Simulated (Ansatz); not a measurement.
Total energies of `C[C](C)(C)[In]([F])[Cl]`.

Cartesian coordinates in Å:
```
C 1.533 0.268 0.156
C 0.023 0.084 0.092
C -0.524 -0.382 1.431
C -0.649 1.378 -0.348
In -0.398 -1.425 -1.421
F 0.218 -1.189 -3.262
Cl -1.544 -3.443 -1.255
H 1.766 1.054 0.888
H 1.955 0.580 -0.802
H 2.051 -0.638 0.481
H -1.606 -0.532 1.410
H -0.312 0.383 2.192
H -0.063 -1.313 1.768
H -1.738 1.287 -0.396
H -0.423 2.164 0.385
H -0.290 1.724 -1.319
```

Total charge 0; spin multiplicity 1. Correlated methods include outer-core shells of In, which these sets cover unevenly. In takes the def2 core potential. All single points use the PBE0-D4/def2-TZVP geometry. Basis def2-TZVPP, the Gaussian-basis code of Ansatz.

RPA on PBE orbitals: Hartree–Fock energy of these orbitals -904.96813 Eh, correlation -2.26617 Eh (frozen core).

```json
{"functional": "LDA (SPW92)", "energy without D4 (Eh)": "-904.28917", "D4 term (kJ/mol)": "–"}
{"functional": "PBE", "energy without D4 (Eh)": "-907.72095", "D4 term (kJ/mol)": "-38.8"}
{"functional": "revPBE", "energy without D4 (Eh)": "-908.10570", "D4 term (kJ/mol)": "-110.6"}
{"functional": "BLYP", "energy without D4 (Eh)": "-908.07525", "D4 term (kJ/mol)": "-83.0"}
{"functional": "r2SCAN", "energy without D4 (Eh)": "-908.13132", "D4 term (kJ/mol)": "-10.2"}
{"functional": "B97M-V", "energy without D4 (Eh)": "-908.08319", "D4 term (kJ/mol)": "–"}
{"functional": "PBE0", "energy without D4 (Eh)": "-907.78432", "D4 term (kJ/mol)": "-33.3"}
{"functional": "B3LYP", "energy without D4 (Eh)": "-908.31682", "D4 term (kJ/mol)": "-62.2"}
{"functional": "r2SCANh", "energy without D4 (Eh)": "-908.10437", "D4 term (kJ/mol)": "-10.9"}
{"functional": "r2SCAN0", "energy without D4 (Eh)": "-908.06607", "D4 term (kJ/mol)": "-12.0"}
{"functional": "HSE06 (plane-wave form)", "energy without D4 (Eh)": "-907.76132", "D4 term (kJ/mol)": "-31.3"}
{"functional": "BHLYP", "energy without D4 (Eh)": "-908.00579", "D4 term (kJ/mol)": "-50.1"}
{"functional": "CAM-B3LYP", "energy without D4 (Eh)": "-908.10257", "D4 term (kJ/mol)": "-34.2"}
{"functional": "LC-ωPBE", "energy without D4 (Eh)": "-907.98288", "D4 term (kJ/mol)": "–"}
{"functional": "ωB97X-V", "energy without D4 (Eh)": "-908.06439", "D4 term (kJ/mol)": "–"}
{"functional": "ωB97M-V", "energy without D4 (Eh)": "-908.03817", "D4 term (kJ/mol)": "–"}
{"functional": "B2PLYP", "energy without D4 (Eh)": "-907.67995", "D4 term (kJ/mol)": "–"}
{"functional": "PBE-QIDH", "energy without D4 (Eh)": "-907.46869", "D4 term (kJ/mol)": "–"}
```

B3LYP takes the VWN-RPA correlation (the form of Gaussian; ORCA's B3LYP/G). HSE06 is the plane-wave form, built on full-range PBE exchange. The double hybrids freeze the cores in their second-order part.

LC-ωPBE has ω = 0.4 bohr⁻¹.
